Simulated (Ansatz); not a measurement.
Start from `BCC[SiH2]Cl` and change one atom or group to get `NBC[SiH2]Cl`.

Ansatz, PBE0-D4/def2-TZVP geometries, multiplicity 1. Each molecule was computed in one conformer, which needn't be the lowest.

| property | `BCC[SiH2]Cl` |
| --- | --- |
| HOMO–LUMO gap (PBE/def2-TZVPP) / eV | 4.52 |
| HOMO–LUMO gap (PBE0/def2-TZVPP) / eV | 6.83 |
| HOMO energy (ωB97M-V/def2-TZVPP) / eV | -10.49 |
| LUMO energy (PBE/def2-TZVPP) / eV | -2.48 |
| LUMO energy (ωB97M-V/def2-TZVPP) / eV | 0.46 |
| LUMO energy (B3LYP/def2-TZVPP) / eV | -1.68 |

Q: Give the same properties after the change, and the shifts. (Estimate.)

A: Computed: 
| property | `NBC[SiH2]Cl` | shift |
| --- | --- | --- |
| HOMO–LUMO gap (PBE/def2-TZVPP) / eV | 6.18 | 1.66 |
| HOMO–LUMO gap (PBE0/def2-TZVPP) / eV | 8.43 | 1.60 |
| HOMO energy (ωB97M-V/def2-TZVPP) / eV | -10.51 | -0.02 |
| LUMO energy (PBE/def2-TZVPP) / eV | -0.75 | 1.73 |
| LUMO energy (ωB97M-V/def2-TZVPP) / eV | 2.04 | 1.58 |
| LUMO energy (B3LYP/def2-TZVPP) / eV | -0.02 | 1.66 |

B3LYP here is the variant with VWN-RPA as its local correlation; programs differ in this.
